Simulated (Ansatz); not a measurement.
Coupled-cluster diagnostics for B₅N₄⁺, Ansatz.

Geometry of the singlet (r2SCAN-D4/def2-SVP):

```xyz
9

B    -0.7857   -0.1800   -1.1677
B     1.0397    0.5276   -0.5647
B     1.3154   -0.7441    0.6076
B    -0.7087   -0.9225    0.9122
B    -0.6854    1.2033    0.3092
N     0.4256   -1.4464    1.3258
N     0.5096    1.6725    0.1632
N     0.3824   -0.0838   -1.7119
N    -1.4930   -0.0267    0.1263
```

Correlated methods freeze 9 core orbitals. Another isomer (singlet) lies 4.50 eV lower at PBE0-D4/def2-TZVP; other spin states weren't run for this one.

Problem. Estimate the CCSD(T) correlation energy, the shares of MP2 and (T), T1 and the reference's ⟨S²⟩ for: charge 1, singlet, own geometry in def2-SVP; and the rough time on 4 threads of Intel Xeon 6975P-C on a shared host.

Solution. 
| state | basis | correlation (eV) | MP2 share (%) | (T) share (%) | T1 | ⟨S²⟩ (pure) | wall time | remarks |
| --- | --- | --- | --- | --- | --- | --- | --- | --- |
| charge 1, singlet, own geometry | def2-SVP | -28.948 | 93.4 | 5.1 | 0.025 | 0.00 (0.00) | 4.2 s | large T1 (0.025) |
Customary marks for T1 are 0.02 (closed shells), 0.045 (open shells) and about 0.05 (3d metals). T1 exceeds 0.02 in 1 of 1 rows and 0.045 in 0; the higher it lies, the less the single-reference result can be trusted.
